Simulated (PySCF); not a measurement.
Ionising BPb

PBE; basis B def2-SVPD, Pb def2-SVPD with ECP60; scalar-relativistic core potentials; PySCF 2.14. Neutral (UKS): quartet (σ ↑, π ↑↑), Re = 2.283 Å, ωe = 490 cm⁻¹, De = 2.87 eV, HOMO -4.93 eV, LUMO -3.67 eV.

BPb⁻ (UKS): triplet (σ ↑, π ↑), Re = 2.205 Å, ωe = 536 cm⁻¹, De = 3.03 eV to B + Pb⁻. The energies at the minima are -217.54691 hartree for BPb and -217.58926 for BPb⁻.

(1) Work out the adiabatic electron affinity, without and with harmonic zero-point energies (1 hartree = 27.2114 eV, 1 eV = 8065.5 cm⁻¹), and the change of the bond length.

Spin–orbit coupling is left out, which matters for elements this heavy, above all for dissociation energies. For an ion De counts to the pair picked by the measured ionisation energies or electron affinities, which need not be the lowest pair at this level. The highest Kohn–Sham level is positive in this anion. Much of that is self-interaction error, but it also means that the finite basis helps to hold the extra electron. States were picked by a PBE0 search and need not be the measured ground states.

Results:

(1) At PBE: 0.04235 hartree = 1.152 eV between the minima; the zero-point term (490.0 − 536.0)/2 cm⁻¹ = -0.003 eV makes it 1.150 eV. Re changes by -7.8 pm against the neutral. The electron enters a π orbital; the charge polarises the partner, so the anion is bound more strongly.
